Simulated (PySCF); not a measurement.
**From computed data to an observable: refractive index and permittivity of the vapour**

BeH₆O₂Si₂, SMILES [O]([Be][O][SiH3])[SiH3].

Coordinates come from a B3LYP-D3(BJ)/def2-SVP optimisation. The structure was generated by enumeration; whether it is a known compound was not checked. One conformer was computed; it need not be the lowest.

PySCF with PBE/def2-TZVP gives a mean static polarisability of 73.5 bohr³ and a dipole moment of 0.00 D. Take an ideal gas at 298.15 K and 1 bar, whether or not the substance is that volatile.

Task: Work out n − 1 in the optical limit and the static ε − 1.

Result: 
Polarisability volume α' = 73.5 × 0.148185 = 10.89 Å³. Number density N = p/kT = 2.43e-5 Å⁻³.
Dilute limit of Lorentz–Lorenz: n − 1 = 2π N α' = 0.0017.
Orientation term of Debye: μ²/(3kT) = 8.098 Å³ × μ²(D²) = 0.00 Å³.
ε − 1 = 4π N (α' + μ²/3kT) = 0.0033. With no permanent dipole, ε equals n² in this model. Vibrational polarisation and dispersion are left out.
